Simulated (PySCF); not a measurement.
A side-by-side comparison of computed properties.

First species: C8H9O2P.
Z-matrix (Å and degrees, GFN2-xTB geometry), rows numbered from 1:
```
C 
O   1  1.4155
C   2  1.3463  1  116.48
O   3  1.2060  2  123.63  1    -0.10
C   3  1.4700  2  109.79  1   179.87
C   5  1.3879  3  119.20  2   179.94
C   6  1.3792  5  123.59  3   179.91
C   7  1.3952  6  123.11  5    -0.10
C   8  1.5000  7  118.89  6   178.89
C   8  1.3834  7  121.82  6     0.05
P  10  1.7350  8  127.13  7     0.02
H   1  1.0923  2  110.34  3    60.44
H   1  1.0868  2  106.36  3  -179.60
H   1  1.0924  2  110.31  3   -59.63
H   6  1.0825  5  116.74  3    -0.01
H   7  1.0810  6  118.56  5   179.97
H   9  1.0874  8  110.97  7    32.85
H   9  1.0905  8  109.59  7   -86.27
H   9  1.0872  8  111.17  7   154.37
H  10  1.0840  8  117.41  7  -180.00
```

Second species: C₆H₇F₃NP.
SMILES: `C=CP(CCC#N)C(F)(F)F`

Levels: PBE0/pcSseg-1 for dipole moment, HOMO energy, LUMO energy and HOMO–LUMO gap; GFN2-xTB for rotational constant A and rotational constant C. Geometries: GFN2-xTB. All species are isolated and taken at one optimised geometry, non-relativistic unless stated. Electronic properties by PySCF.

The conformers computed, where there is a choice (atom-mapped SMILES and torsion angles):
- `[CH3:1][O:2][C:3](=[O:4])[c:5]1[cH:6][cH:7][c:8]([CH3:9])[cH:10][p:11]1`: C1–O2–C3–O4 0°, O2–C3–C5–C6 180°
- `[CH2:1]=[CH:2][P:3]([CH2:4][CH2:5][C:6]#[N:7])[C:8]([F:9])([F:10])[F:11]`: C1–C2–P3–C4 -35°, C2–P3–C4–C5 -168°, P3–C4–C5–C6 -170°, C2–P3–C8–F9 179°

Values for the first species:

- Dipole moment: 1.99 D
- HOMO energy: -7.25 eV
- LUMO energy: -2.00 eV
- HOMO–LUMO gap: 5.25 eV
- Rotational constant A: 2.585 GHz
- Rotational constant C: 0.466 GHz

(1) Estimate the same properties for the second species, and the change in each.

Answers

(1) 
```tsv
property	first	second	second less first
dipole moment	1.99 D	3.29 D	+1.30 D
HOMO energy	-7.25 eV	-7.71 eV	-0.46 eV
LUMO energy	-2.00 eV	-0.93 eV	+1.07 eV
HOMO–LUMO gap	5.25 eV	6.78 eV	+1.53 eV
rotational constant A	2.585 GHz	1.288 GHz	-1.297 GHz
rotational constant C	0.466 GHz	0.493 GHz	+0.027 GHz
```

On the first: The dipole equals about 6.7 × 10⁻³⁰ C·m (1 D = 3.33564 × 10⁻³⁰ C·m). GFN2-xTB frequencies show an imaginary mode (36i cm⁻¹), so this geometry is no minimum at that level.

On the second: The dipole equals about 11.0 × 10⁻³⁰ C·m (1 D = 3.33564 × 10⁻³⁰ C·m). A dipole of 3.29 D is allowed in C1, and pure rotational transitions are dipole-allowed.
